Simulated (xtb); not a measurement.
Al(H)(F)(OH) (AlFH₂O), SMILES [OH][AlH][F]. All values are semi-empirical tight-binding results from xtb (GFN2-xTB unless named), good for trends rather than for accurate numbers. Geometry optimised at GFN2-xTB. The values are those of a single conformer.

For metal compounds this method's bond lengths and energies can be far off.

Computed properties:
- point group as xtb finds it: Cs
- orbital gap: 5.62 eV
- zero-point energy: 13.8 kcal/mol
- G − E(el) at 298.15 K (modified RRHO): -2.7 kcal/mol
